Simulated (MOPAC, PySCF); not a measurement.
CH6B2O, SMILES `BBOC`, neutral singlet in the gas phase. 

Cartesian coordinates (Å):
```xyz
10

B     -1.6697    -0.1840    -0.1172
B     -0.4854     0.9929    -0.0381
O      0.8537     0.8577     0.0569
C      1.4915    -0.4124     0.1069
H     -2.2330    -0.5853     0.8590
H     -2.0900    -0.5937    -1.1596
H     -0.8685     2.1373    -0.0695
H      0.7650    -1.2295     0.0578
H      2.1814    -0.4945    -0.7335
H      2.0550    -0.4884     1.0373
```
Charge 0, spin multiplicity 1.

All levels are single points at this geometry (B3LYP-D3(BJ)/def2-TZVP); Pople sets use spherical d functions. Orbital energies aren't observables, and empty levels follow the basis.

```csv
level,HOMO (eV),LUMO (eV),gap (eV),dipole (D),"vertical IE, Delta-SCF (eV)"
M06-2X/def2-TZVP in PySCF,-9.01,-0.95,8.07,1.65,10.25
B3LYP/3-21G in PySCF,-7.28,-1.83,5.45,2.07,–
B3LYP/6-311+G** in PySCF,-7.56,-2.12,5.44,1.76,–
B3LYP/6-31G* in PySCF,-7.26,-1.65,5.61,1.77,9.91
BP86/6-31G* in PySCF,-6.19,-2.58,3.60,1.78,–
PBE/6-31G* in PySCF,-6.06,-2.51,3.55,1.77,9.58
HF/3-21G in PySCF,-10.95,2.12,13.07,2.13,–
HF/STO-3G in PySCF,-9.15,6.65,15.80,1.57,–
PM6 in MOPAC,-9.41,-0.35,9.07,1.83,–
```
